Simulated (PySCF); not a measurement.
Compound: C5H6FO (doublet state).
Numbering: `[F:1][CH:2][O:3][C@:4]12[CH2:5][C@H:6]1[CH2:7]2` (hydrogens: H8 on C2; H9, H10 on C5; H11 on C6; H12, H13 on C7)

Cartesian coordinates in Å at the GFN2-xTB level; atoms count from 1:
```xyz
13
C5H6FO angstrom
F      1.712    1.292   -1.200
C      2.192    0.158   -0.618
O      1.265   -0.747   -0.239
C      0.071   -0.344    0.271
C     -1.166   -1.163    0.427
C     -1.231    0.148   -0.303
C     -0.504    0.963    0.727
H      3.003   -0.282   -1.182
H     -1.619   -1.239    1.410
H     -1.237   -2.070   -0.159
H     -1.561    0.394   -1.287
H     -0.024    1.876    0.402
H     -0.907    1.014    1.733
```

The hyperfine couplings belong to this conformer and change with its torsions.

Computed with UKS B3LYP, pcH-1 on C F H O, non-relativistic, mean-field spin-orbit, GIAO in PySCF. Isolated species at its GFN2-xTB geometry (one conformer only). The geometry wasn't refined by DFT: couplings that depend on bond lengths, twists or pyramidal angles can differ widely from those at the functional's own minimum. No stability test was run, so a lower SCF solution isn't excluded.

Question: Break the g tensor into its mass correction, gauge correction and orbital-Zeeman/spin–orbit terms.

Answer: 
```json
{"Δg (ppm)": "relativistic mass correction", "1": "-237", "2": "-237", "3": "-237"}
{"Δg (ppm)": "gauge correction", "1": "2", "2": "41", "3": "38"}
{"Δg (ppm)": "orbital Zeeman/spin–orbit", "1": "-81", "2": "2108", "3": "2779"}
{"Δg (ppm)": "total", "1": "-316", "2": "1912", "3": "2580"}
```

So g = 2.00200, 2.00423, 2.00490 and g_iso = 2.00371; the tensor is rhombic: the two nearest values differ by 23 % of g3 − g1. Axes: g2 points within 13° of the F1–C2 bond.

Question: What effective moment and Curie constant follow for a powder?

Answer: With the mean of g² = 4.0149 and S(S+1) = 0.75: μ_eff = √(⟨g²⟩S(S+1)) = 1.735 μB and χT = 0.12505·⟨g²⟩·S(S+1) = 0.377 cm³ K/mol (cgs; spin-Hamiltonian part alone).

Question: At 9.719 GHz, how far is the centre of the isotropic spectrum from where a free electron (g = 2.002319) resonates?

Answer: B = hν/(g μB) with μB/h = 13.99624 MHz/mT gives 346.80 mT for the free electron and 346.56 mT at g_iso, 0.24 mT lower.

Question: In a frozen sample, at which fields do the three g values resonate at 9.5, 34, 94 and 263 GHz (hyperfine left aside), and which band first spreads them over more than twice a line width of 0.5 mT?

Answer: 
```csv
band,GHz,B(g3) mT,B(g2) mT,B(g1) mT,spread mT
X,9.5,338.55,338.66,339.04,0.49
Q,34.0,1211.64,1212.05,1213.40,1.75
W,94.0,3349.84,3350.95,3354.68,4.85
J,263.0,9372.42,9375.54,9385.98,13.56
```

The spread grows in proportion to the frequency. Q band is the first where it exceeds 1.0 mT.

Largest spin populations (Mulliken): C2 (+0.82) and O3 (+0.10). C2 is the only atom above +0.15. The angles at C2 add up to 341.1°, so it is pyramidal.

The HOMO–LUMO gaps are 7.07 eV among the α and 5.06 eV among the β orbitals.
